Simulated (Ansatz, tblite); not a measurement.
Cost and result up the ladder for TaS2 (3 atoms). Total charge 0; doublet. Geometry: r2SCAN-D4/def2-TZVP.

| atom | x (Å) | y (Å) | z (Å) |
| --- | --- | --- | --- |
| Ta1 | -0.742 | -0.016 | 0.407 |
| S2 | 0.376 | -1.733 | -0.265 |
| S3 | 0.366 | 1.749 | -0.142 |

Ansatz on 4 threads of Arm Neoverse V2 on a shared host; xTB runs through tblite on one thread. Times are rough, summed over both states, and most runs start from the orbitals of an earlier one. No level here is sound enough to serve as a yardstick. The other state is a singlet.

In the def2 sets Ta takes a core potential; there is no spin–orbit coupling. The xTB rows come from tblite. The structure comes from a short search, and lower isomers may exist.

Run but left out: HF/def2-TZVPP, CCSD/def2-TZVPP, CCSD(T)/def2-TZVPP (charge +1 singlet: restricted singlet, unstable towards broken spin symmetry); MP2/def2-TZVPP (doublet: ⟨S²⟩ 0.90, where a pure state has 0.75).

Raw xTB energies of ions are shifted by several eV, and xTB has no spin-polarisation term.

```
                         level  functions  vertical IE (eV)                                     remarks
                      GFN1-xTB         27             12.86                                           –
           r2SCAN-D4/def2-TZVP        114              8.37  restricted SCF unstable in HF (+1 singlet)
PBE-D4/def2-TZVP (with forces)        114              8.22  restricted SCF unstable in HF (+1 singlet)
                      GFN2-xTB         27             13.28                                           –
             PBE0-D4/def2-TZVP        114              8.36  restricted SCF unstable in HF (+1 singlet)
```

Q: Estimate how long each takes.

A: GFN1-xTB 0.004 s; GFN2-xTB 0.006 s; PBE-D4/def2-TZVP (with forces) 2.2 s; PBE0-D4/def2-TZVP 4.5 s; r2SCAN-D4/def2-TZVP 5.8 s. On shared hardware such times vary by a factor of up to 3.
